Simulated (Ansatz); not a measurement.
Reaction (isomerisation): `CC1[SiH2]B1Cl` → `B/C([SiH3])=C\Cl`

Program: Ansatz. Geometries: PBE0-D4/def2-TZVP. ΔE: electronic, gas phase. CCSD(T)/CBS adds triple-zeta CCSD(T) − MP2 to the extrapolated MP2 energy (def2 sets, frozen cores). DFT in def2-TZVPP. B3LYP here is the variant with VWN-RPA as its local correlation; programs differ in this.

```
             level  ΔE (kJ/mol)  difference from CCSD(T)/CBS
            PBE-D4         90.0                         21.1
         r2SCAN-D4         82.3                         13.4
          B3LYP-D4         58.6                        -10.3
           ωB97X-V         70.5                          1.6
           ωB97M-V         72.2                          3.3
            B2PLYP         62.4                         -6.5
               PBE         91.0                         22.1
             B3LYP         60.3                         -8.6
     HF/def2-TZVPP         23.2                        -45.7
    MP2/def2-TZVPP         73.4                          4.5
   CCSD/def2-TZVPP         63.7                         -5.2
CCSD(T)/def2-TZVPP         67.2                         -1.7
    MP2/def2-QZVPP         74.1                          5.2
      HF/CBS(def2)         22.2                        -46.7
     MP2/CBS(def2)         75.2                          6.3
    CCSD/CBS(def2)         65.5                         -3.4
       CCSD(T)/CBS         68.9                            0
```

Largest T1 diagnostic among the species: 0.013.

In def2-TZVPP, CCSD(T) changes the Hartree–Fock value by +43.9 kJ/mol (the triples alone add +3.5 kJ/mol) and MP2 by +50.2 kJ/mol.
